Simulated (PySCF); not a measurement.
## Static response to an electric field

Species: CH4F3NSi.
Structure used (PBE0-D3(BJ)/def2-SVP), in Å, numbered top down from 1:
```
atom  x, y, z in Å
N1    -1.6991   -0.0177   -0.4263
Si2   -0.1891    0.7422   -0.1311
C3     1.2297   -0.4815    0.3591
F4     1.4714   -1.3875   -0.6059
F5     2.3829    0.1667    0.5900
F6     0.9348   -1.1718    1.4752
H7    -2.2573   -0.3713    0.3421
H8    -1.8518   -0.5548   -1.2720
H9     0.2880    1.4142   -1.3704
H10   -0.3122    1.6741    1.0230
```

Level: B3LYP/def2-SVPD (PySCF), static field, nuclei fixed, core orbitals frozen in the response. The polarisability tensor in these axes (au):

```
x   54.39 -0.54  1.57
y   -0.54 49.86 -0.30
z    1.57 -0.30 48.78
```

Q: What are the eigenvalues, a third of the trace, and Δα (Δα² = ½Σ(αi − αj)² over the three pairs)?

A: Principal values 48.36, 49.81 and 54.87 au; mean 51.01 au = 7.56 Å³ = 8.41 × 10⁻⁴⁰ C²·m²/J; Δα = 5.92 au (12 % of the mean).

Q: What is the dipole moment, and where does it point?

A: (-2.46, 0.38, -0.66) D, 2.58 D in size, pointing from the negative to the positive side. Measured along this direction, the outermost atoms are F5 at the negative end and H7 and H8 at the positive end.

Q: Refractivity n − 1 of an ideal gas of it at 500 K and 1 atm, from the electronic α?

A: N = p/kT = 1.4678 × 10¹⁹ cm⁻³, so n − 1 = 2π × N × 7.56 × 10⁻²⁴ cm³ = 697 × 10⁻⁶ at long wavelengths.

Q: Molar refractivity from α?

A: Lorentz–Lorenz: R = (4π/3)N_A α = 2.5225 cm³/(mol·Å³) × 7.56 Å³ = 19.1 cm³/mol, in the limit of long wavelengths.

Q: Give the eigenvalues of the traceless quadrupole moment Θ = ½Σq(3rr − r²1), origin at the centre of nuclear charge.

A: -5.24, 0.74, 4.50 D·Å. The values depend on the origin, since the dipole doesn't vanish. The electronic extent ⟨r²⟩ about the same centre is 710 bohr², a root-mean-square distance of 1.85 Å for the 58 electrons.

Q: What depolarisation ratio follows for Rayleigh scattering of linearly polarised light, taking the static tensor?

A: ρ = 3Δα²/(45ᾱ² + 4Δα²) = 105.3/(117100 + 140.4) = 0.000898.

Isolated species at its PBE0-D3(BJ)/def2-SVP geometry (one conformer only).
